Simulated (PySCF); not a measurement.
SMILES C[Si](C)(C)CC=O (C5H12OSi) at its GFN2-xTB optimised geometry (Å):

```
19

C      1.0192    -1.6259    -0.2378
Si     0.4707     0.1852     0.0000
C      1.0506     0.8849     1.6709
C      1.0833     1.2598    -1.4510
C     -1.4713     0.1852     0.0000
C     -1.9228     1.5846     0.0000
O     -2.1014     2.2681     0.9763
H      2.1014    -1.7017    -0.2212
H      0.6346    -2.2681     0.5485
H      0.6786    -2.0285    -1.1868
H      2.1054     1.1428     1.6562
H      0.8978     0.1724     2.4766
H      0.4917     1.7826     1.9205
H      0.6675     0.9317    -2.3996
H      2.1648     1.2209    -1.5394
H      0.8038     2.3001    -1.3114
H     -1.8011    -0.3184     0.9058
H     -1.8384    -0.3444    -0.8743
H     -2.0484     2.0171    -1.0144
```

Computed with CAM-B3LYP/def2-SVP (PySCF). Cells within 0.4 Å of a nucleus heavier than hydrogen are left out (blank, or x).

Map of the log10 of the electron density (e/bohr³), floored at −4 on the plane z = 1.0 Å:

```
|000000000000000000000000000|
|000000111000000000000000000|
|000013333210000000000000000|
|000234555432000000000000000|
|001356777643211111000000000|
|002467998754323322211000000|
|002468xx9864334443322100000|
|002468xx9864445554443310000|
|002457898764456666655421000|
|002356777654566777765431000|
|001245666655567888776531000|
|000234566655667888765431000|
|000134567766667887654321000|
|000134678776667776543210000|
|000135689765556665543210000|
|000124577765555555432210000|
|000023456544445555433210000|
|000012344433445655443210000|
|000001122223456665443210000|
|000000001112456765443210000|
|000000000012456765432210000|
|000000000002345654322100000|
|000000000001234443211000000|
|000000000000123322100000000|
|000000000000001111000000000|
|000000000000000000000000000|
|000000000000000000000000000|
```
Scale: ten equal steps from -4.00 (start of '0') to -0.220 (end of '9'), in the order '0123456789'; x runs from -4.50 to 4.50, y from -4.50 (bottom) to 4.50 (top).
